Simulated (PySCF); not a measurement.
## Checking a proposed structure

A compound C4H11N2PSi gives the data below (simulated from a calculation) and was assigned the structure `CN(C)P1(=N[SiH3])C=C1`.

$^{13}$C{$^{1}$H} NMR (computed): δ 129.1 (CH, 2C), 41.5 (CH3, 2C).

$^{1}$H NMR (400 MHz, computed): δ 5.59 (m, 2H), 3.48 (m, 3H), 2.68 (m, 6H).

[PySCF: PBE0/pcSseg-1 with gauge-including orbitals; GFN2-xTB structure; isolated molecule; one averaged value for each set of equivalent atoms; a single conformation; no relativistic terms]

Referencing at the same level of theory: TMS for $^{1}$H (σref 31.72) and $^{13}$C (σref 186.93).

Q: Compare with the shifts computed for the proposed structure, pairing carbons in order of shift.

A: Structure with atom numbers: `[CH3:1][N:2]([CH3:3])[P:4]1(=[N:5][SiH3:6])[CH:7]=[CH:8]1`. Hydrogens are named by the atom that carries them.

```json
{"atom": "C7", "computed for proposal": "186.9", "given list": "129.1", "difference": "+57.8"}
{"atom": "C8", "computed for proposal": "186.9", "given list": "129.1", "difference": "+57.8"}
{"atom": "C1", "computed for proposal": "37.6", "given list": "41.5", "difference": "-3.9"}
{"atom": "C3", "computed for proposal": "37.6", "given list": "41.5", "difference": "-3.9"}
```

The rms difference is 41.0 ppm and the largest +57.8 ppm at C7 (alkene CH). The proposal doesn't fit.

Q: Which isomer fits?

A: SMILES CN1C=CN(C)P1[SiH3].

δC 129.1: alkene carbon bearing nitrogen; the olefinic region. δC 41.5: methyl carbon bonded to N; pulled downfield by the heteroatom. δH 5.59: hydrogen on an alkene carbon bearing nitrogen; a vinylic proton, deshielded by the sp2 carbon and the C=C anisotropy. δH 2.68: hydrogen on a methyl carbon bonded to N; its carbon carries N, which withdraws density.

This is the structure that produced the data.

Splittings by $^{31}$P in the carbon and heteronuclear signals aren't shown, as no couplings were computed. Shifts are as computed. Against solution values, carbons near 30 ppm lie about +3 ppm off and those near 130 ppm about +5 ppm. Of 1211 compounds with measured shifts, 218 miss one by over three times the rms of a fit or turn the order of signals round; such compounds aren't used in these exercises. No couplings were computed; multiplicities are counted from neighbouring protons, with m where these are inequivalent, close in shift, in a saturated or five-membered ring or joined by F or P, and br s for small geminal =CH2 splittings.
